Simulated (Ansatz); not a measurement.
Geometry optimisation of C$_{2}$H$_{8}$O$_{2}$Sn (`C[O][SnH]([CH3])[OH]`).

```yaml
crystal:
  periodic: [false, false, false]
  atoms:
    - {symbol: C, position_ang: [-2.029230, 0.995690, 0.030710]}
    - {symbol: O, position_ang: [-1.041590, 0.369840, 0.798840]}
    - {symbol: Sn, position_ang: [0.904070, 0.209560, 0.352140]}
    - {symbol: C, position_ang: [1.259510, -1.232260, -1.225960]}
    - {symbol: O, position_ang: [1.497190, -0.586820, 2.021340]}
    - {symbol: H, position_ang: [-2.948140, 0.960790, 0.617970]}
    - {symbol: H, position_ang: [-2.200290, 0.479590, -0.917100]}
    - {symbol: H, position_ang: [-1.791280, 2.040310, -0.179830]}
    - {symbol: H, position_ang: [1.582940, 1.778220, 0.210990]}
    - {symbol: H, position_ang: [1.145650, -0.787070, -2.207860]}
    - {symbol: H, position_ang: [2.262390, -1.624820, -1.112950]}
    - {symbol: H, position_ang: [0.535090, -2.030340, -1.090390]}
    - {symbol: H, position_ang: [0.823690, -0.572680, 2.702090]}
basis:
  gaussian: {orbitals: def2-TZVP}
hamiltonian: {xc: pbe0, dispersion: d4}
relax: {f_tol: 0.005, max_steps: 150}
```

```sh
$ ansatz run in.yaml --threads 2 --pin off --events-out ev --progress --plain --max-ram 32768MiB --backend cuda --devices 0, --max-vram 18GiB
```

Output, abridged:

```
Functional definition: PBE0
mean field -12126.10370921 eV, -445.6260919453 hartree, gradient 5.3e-5 eV, S^2 0.000000; 0 other end points of the search recorded, 0 dependent functions left out
relax step   1: F+E_penalty+E_count = -12126.31227782 eV  Δ(F+E_penalty+E_count) = +0.000e0 eV  max|allowed force component| = 7.893e-1 eV/Å  Δτ_max = 0.0000 Å  (30 SCF iters, accepted)
mean field -12126.14676469 eV, -445.6276742047 hartree, gradient 1.0e-5 eV, S^2 0.000000; 0 other end points of the search recorded, 0 dependent functions left out
relax step   2: F+E_penalty+E_count = -12126.35801252 eV  Δ(F+E_penalty+E_count) = -4.573e-2 eV  max|allowed force component| = 1.837e-1 eV/Å  Δτ_max = 0.1157 Å  (33 SCF iters, accepted)
mean field -12126.15403165 eV, -445.6279412607 hartree, gradient 7.4e-6 eV, S^2 0.000000; 0 other end points of the search recorded, 0 dependent functions left out
relax step   3: F+E_penalty+E_count = -12126.36521871 eV  Δ(F+E_penalty+E_count) = -7.206e-3 eV  max|allowed force component| = 1.330e-1 eV/Å  Δτ_max = 0.0507 Å  (33 SCF iters, accepted)
mean field -12126.15998957 eV, -445.6281602104 hartree, gradient 1.0e-5 eV, S^2 0.000000; 0 other end points of the search recorded, 0 dependent functions left out
relax step   4: F+E_penalty+E_count = -12126.37118339 eV  Δ(F+E_penalty+E_count) = -5.965e-3 eV  max|allowed force component| = 1.275e-1 eV/Å  Δτ_max = 0.1031 Å  (32 SCF iters, accepted)
mean field -12126.14169798 eV, -445.6274880067 hartree, gradient 2.5e-5 eV, S^2 0.000000; 0 other end points of the search recorded, 0 dependent functions left out
relax step   5: F+E_penalty+E_count = -12126.35264034 eV  Δ(F+E_penalty+E_count) = +1.854e-2 eV  max|allowed force component| = 7.101e-1 eV/Å  Δτ_max = 0.1955 Å  (38 SCF iters, rejected (line search))
mean field -12126.16471614 eV, -445.6283339084 hartree, gradient 1.0e-5 eV, S^2 0.000000; 0 other end points of the search recorded, 0 dependent functions left out
relax step   6: F+E_penalty+E_count = -12126.37568050 eV  Δ(F+E_penalty+E_count) = -4.497e-3 eV  max|allowed force component| = 6.250e-2 eV/Å  Δτ_max = 0.0978 Å  (32 SCF iters, accepted)
mean field -12126.16188265 eV, -445.6282297796 hartree, gradient 9.5e-6 eV, S^2 0.000000; 0 other end points of the search recorded, 0 dependent functions left out
relax step   7: F+E_penalty+E_count = -12126.37260098 eV  Δ(F+E_penalty+E_count) = +3.080e-3 eV  max|allowed force component| = 4.826e-1 eV/Å  Δτ_max = 0.0977 Å  (32 SCF iters, rejected (line search))
mean field -12126.16466421 eV, -445.6283319999 hartree, gradient 7.8e-6 eV, S^2 0.000000; 0 other end points of the search recorded, 0 dependent functions left out
relax step   8: F+E_penalty+E_count = -12126.37574686 eV  Δ(F+E_penalty+E_count) = -6.636e-5 eV  max|allowed force component| = 9.243e-2 eV/Å  Δτ_max = 0.0489 Å  (32 SCF iters, accepted)
mean field -12126.16707683 eV, -445.6284206621 hartree, gradient 2.7e-5 eV, S^2 0.000000; 0 other end points of the search recorded, 0 dependent functions left out
relax step   9: F+E_penalty+E_count = -12126.37781923 eV  Δ(F+E_penalty+E_count) = -2.072e-3 eV  max|allowed force component| = 7.832e-2 eV/Å  Δτ_max = 0.0458 Å  (32 SCF iters, accepted)
mean field -12126.16816938 eV, -445.6284608126 hartree, gradient 2.7e-5 eV, S^2 0.000000; 0 other end points of the search recorded, 0 dependent functions left out
relax step  10: F+E_penalty+E_count = -12126.37867466 eV  Δ(F+E_penalty+E_count) = -8.554e-4 eV  max|allowed force component| = 7.454e-2 eV/Å  Δτ_max = 0.0423 Å  (31 SCF iters, accepted)
mean field -12126.16918939 eV, -445.6284982973 hartree, gradient 7.7e-6 eV, S^2 0.000000; 0 other end points of the search recorded, 0 dependent functions left out
relax step  11: F+E_penalty+E_count = -12126.37948777 eV  Δ(F+E_penalty+E_count) = -8.131e-4 eV  max|allowed force component| = 9.892e-2 eV/Å  Δτ_max = 0.0543 Å  (32 SCF iters, accepted)
mean field -12126.16995091 eV, -445.6285262826 hartree, gradient 7.5e-6 eV, S^2 0.000000; 0 other end points of the search recorded, 0 dependent functions left out
relax step  12: F+E_penalty+E_count = -12126.38016769 eV  Δ(F+E_penalty+E_count) = -6.799e-4 eV  max|allowed force component| = 1.101e-1 eV/Å  Δτ_max = 0.0461 Å  (32 SCF iters, accepted)
mean field -12126.17073580 eV, -445.6285551268 hartree, gradient 7.4e-6 eV, S^2 0.000000; 0 other end points of the search recorded, 0 dependent functions left out
relax step  13: F+E_penalty+E_count = -12126.38081398 eV  Δ(F+E_penalty+E_count) = -6.463e-4 eV  max|allowed force component| = 9.870e-2 eV/Å  Δτ_max = 0.0420 Å  (32 SCF iters, accepted)
mean field -12126.17139556 eV, -445.6285793725 hartree, gradient 7.9e-6 eV, S^2 0.000000; 0 other end points of the search recorded, 0 dependent functions left out
relax step  14: F+E_penalty+E_count = -12126.38142277 eV  Δ(F+E_penalty+E_count) = -6.088e-4 eV  max|allowed force component| = 1.039e-1 eV/Å  Δτ_max = 0.0544 Å  (32 SCF iters, accepted)
mean field -12126.17195787 eV, -445.6286000372 hartree, gradient 7.6e-6 eV, S^2 0.000000; 0 other end points of the search recorded, 0 dependent functions left out
relax step  15: F+E_penalty+E_count = -12126.38177750 eV  Δ(F+E_penalty+E_count) = -3.547e-4 eV  max|allowed force component| = 1.068e-1 eV/Å  Δτ_max = 0.0500 Å  (32 SCF iters, accepted)
mean field -12126.17224831 eV, -445.6286107106 hartree, gradient 7.5e-6 eV, S^2 0.000000; 0 other end points of the search recorded, 0 dependent functions left out
relax step  16: F+E_penalty+E_count = -12126.38213182 eV  Δ(F+E_penalty+E_count) = -3.543e-4 eV  max|allowed force component| = 1.025e-1 eV/Å  Δτ_max = 0.0208 Å  (33 SCF iters, accepted)
mean field -12126.17255781 eV, -445.6286220844 hartree, gradient 7.4e-6 eV, S^2 0.000000; 0 other end points of the search recorded, 0 dependent functions left out
relax step  17: F+E_penalty+E_count = -12126.38243005 eV  Δ(F+E_penalty+E_count) = -2.982e-4 eV  max|allowed force component| = 6.049e-2 eV/Å  Δτ_max = 0.0193 Å  (33 SCF iters, accepted)
mean field -12126.17283640 eV, -445.6286323227 hartree, gradient 7.5e-6 eV, S^2 0.000000; 0 other end points of the search recorded, 0 dependent functions left out
relax step  18: F+E_penalty+E_count = -12126.38264639 eV  Δ(F+E_penalty+E_count) = -2.163e-4 eV  max|allowed force component| = 3.739e-2 eV/Å  Δτ_max = 0.0226 Å  (33 SCF iters, accepted)
mean field -12126.17305057 eV, -445.6286401930 hartree, gradient 7.5e-6 eV, S^2 0.000000; 0 other end points of the search recorded, 0 dependent functions left out
relax step  19: F+E_penalty+E_count = -12126.38279069 eV  Δ(F+E_penalty+E_count) = -1.443e-4 eV  max|allowed force component| = 1.232e-2 eV/Å  Δτ_max = 0.0380 Å  (32 SCF iters, accepted)
mean field -12126.17313587 eV, -445.6286433278 hartree, gradient 7.5e-6 eV, S^2 0.000000; 0 other end points of the search recorded, 0 dependent functions left out
relax step  20: F+E_penalty+E_count = -12126.38284212 eV  Δ(F+E_penalty+E_count) = -5.144e-5 eV  max|allowed force component| = 2.009e-2 eV/Å  Δτ_max = 0.0253 Å  (33 SCF iters, accepted)
mean field -12126.17316045 eV, -445.6286442311 hartree, gradient 7.4e-6 eV, S^2 0.000000; 0 other end points of the search recorded, 0 dependent functions left out
relax step  21: F+E_penalty+E_count = -12126.38287537 eV  Δ(F+E_penalty+E_count) = -3.325e-5 eV  max|allowed force component| = 1.323e-2 eV/Å  Δτ_max = 0.0108 Å  (33 SCF iters, accepted)
mean field -12126.17320897 eV, -445.6286460143 hartree, gradient 7.4e-6 eV, S^2 0.000000; 0 other end points of the search recorded, 0 dependent functions left out
relax step  22: F+E_penalty+E_count = -12126.38290284 eV  Δ(F+E_penalty+E_count) = -2.746e-5 eV  max|allowed force component| = 7.005e-3 eV/Å  Δτ_max = 0.0161 Å  (33 SCF iters, accepted)
mean field -12126.17322345 eV, -445.6286465463 hartree, gradient 7.4e-6 eV, S^2 0.000000; 0 other end points of the search recorded, 0 dependent functions left out
relax step  23: F+E_penalty+E_count = -12126.38291800 eV  Δ(F+E_penalty+E_count) = -1.516e-5 eV  max|allowed force component| = 7.919e-3 eV/Å  Δτ_max = 0.0154 Å  (33 SCF iters, accepted)
mean field -12126.17324682 eV, -445.6286474051 hartree, gradient 7.6e-6 eV, S^2 0.000000; 0 other end points of the search recorded, 0 dependent functions left out
relax step  24: F+E_penalty+E_count = -12126.38293292 eV  Δ(F+E_penalty+E_count) = -1.493e-5 eV  max|allowed force component| = 7.112e-3 eV/Å  Δτ_max = 0.0115 Å  (34 SCF iters, accepted)
mean field -12126.17326395 eV, -445.6286480345 hartree, gradient 7.7e-6 eV, S^2 0.000000; 0 other end points of the search recorded, 0 dependent functions left out
relax step  25: F+E_penalty+E_count = -12126.38294489 eV  Δ(F+E_penalty+E_count) = -1.197e-5 eV  max|allowed force component| = 6.665e-3 eV/Å  Δτ_max = 0.0111 Å  (34 SCF iters, accepted)
mean field -12126.17328026 eV, -445.6286486340 hartree, gradient 7.8e-6 eV, S^2 0.000000; 0 other end points of the search recorded, 0 dependent functions left out
relax step  26: F+E_penalty+E_count = -12126.38295343 eV  Δ(F+E_penalty+E_count) = -8.534e-6 eV  max|allowed force component| = 5.319e-3 eV/Å  Δτ_max = 0.0101 Å  (34 SCF iters, accepted)
mean field -12126.17328891 eV, -445.6286489520 hartree, gradient 7.8e-6 eV, S^2 0.000000; 0 other end points of the search recorded, 0 dependent functions left out
relax step  27: F+E_penalty+E_count = -12126.38295919 eV  Δ(F+E_penalty+E_count) = -5.768e-6 eV  max|allowed force component| = 4.537e-3 eV/Å  Δτ_max = 0.0096 Å  (33 SCF iters, accepted)
mean field -12126.17329980 eV, -445.6286493523 hartree, gradient 7.8e-6 eV, S^2 0.000000; 0 other end points of the search recorded, 0 dependent functions left out
relax step  28: F+E_penalty+E_count = -12126.38296217 eV  Δ(F+E_penalty+E_count) = -2.980e-6 eV  max|allowed force component| = 3.648e-3 eV/Å  Δτ_max = 0.0057 Å  (34 SCF iters, accepted)
mean field -12126.17329980 eV, -445.6286493523 hartree, gradient 7.9e-6 eV, S^2 0.000000; 1 other end points of the search recorded, 0 dependent functions left out
Total energy: -12126.38300222 eV, -445.6363557739 hartree
Atom 0 at    -2.036223     1.098129     0.126592 Å, force    -0.001567     0.000661    -0.001350 eV/Å
Atom 1 at    -1.221146    -0.014245     0.382316 Å, force    -0.000699     0.001347     0.000054 eV/Å
Atom 2 at     0.735346     0.067733     0.203057 Å, force    -0.000602     0.001132     0.001078 eV/Å
Atom 3 at     1.410010    -1.371080    -1.193961 Å, force     0.001305    -0.002689    -0.001395 eV/Å
Atom 4 at     1.409458    -0.563677     1.933741 Å, force    -0.002984     0.001417     0.001429 eV/Å
Atom 5 at    -2.940270     1.023739     0.739996 Å, force     0.001633    -0.000695    -0.000700 eV/Å
Atom 6 at    -2.348500     1.139237    -0.925520 Å, force     0.001167    -0.000233     0.002607 eV/Å
Atom 7 at    -1.552370     2.056276     0.366681 Å, force     0.000038    -0.001650    -0.000453 eV/Å
Atom 8 at     1.113753     1.724760    -0.024132 Å, force     0.000450     0.000009    -0.000403 eV/Å
Atom 9 at     1.282490    -1.008678    -2.213503 Å, force     0.000267    -0.000845     0.003648 eV/Å
Atom 10 at     2.462572    -1.586176    -1.010438 Å, force    -0.003306     0.000331    -0.000800 eV/Å
Atom 11 at     0.825779    -2.280320    -1.054573 Å, force     0.001929     0.002705    -0.000808 eV/Å
Atom 12 at     0.859103    -0.285688     2.669736 Å, force     0.002370    -0.001488    -0.002906 eV/Å
Dipole moment:     0.002349     0.248362    -0.306346 e Å
```

It took 2.2 min on 2 threads of an AMD EPYC 7R13 on a shared host and a share of an NVIDIA H100 80 GB, with 0.87 GiB of host memory at the peak.
